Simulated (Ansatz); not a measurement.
The same path of CH3NOSe (7 atoms, charge 0, multiplicity 1) was run twice with different band settings. The coordinate that changes most is the dihedral H5–N1–C2–Se4.

Theory: Ansatz 0.2.0, RKS B3LYP-D4/def2-SVP.

Relaxed end points:

```xyz
7
Properties=species:S:1:pos:R:3
N -0.729 0.683 0.621
C 0.256 -0.164 0.227
O 1.068 -0.676 0.951
Se 0.212 -0.476 -1.736
H -1.387 1.093 -0.027
H -0.794 0.913 1.607
H 1.374 -1.373 -1.642
```

```xyz
7
Properties=species:S:1:pos:R:3
N -0.727 0.686 0.620
C 0.258 -0.161 0.227
O 1.070 -0.674 0.950
Se 0.214 -0.473 -1.736
H -0.794 0.912 1.607
H -1.391 1.089 -0.026
H 1.370 -1.378 -1.641
```

Common settings: movable images 9; climbing image yes; spring 5.0 eV/Å²; optimiser quadratic models (default); start path through a guess of the saddle point; end points relaxed.

| run | force threshold | iteration limit |
| --- | --- | --- |
| 1 | 0.03 eV/Å | 29 |
| 2 | 0.5 eV/Å | 40 |

Q: What does each run give, and how far can it be trusted?

A: Run 1: converged after 16 iterations, highest image 0.593 eV above the first end. A vibrational analysis at the climbing image gives one clearly imaginary mode, 419i cm⁻¹: a first-order saddle point.
Run 2: converged after 7 iterations, highest image 0.832 eV above the first end. The threshold of 0.5 eV/Å is loose, so the images may lie well off the minimum-energy path. The order of the stationary point at the top wasn't checked.
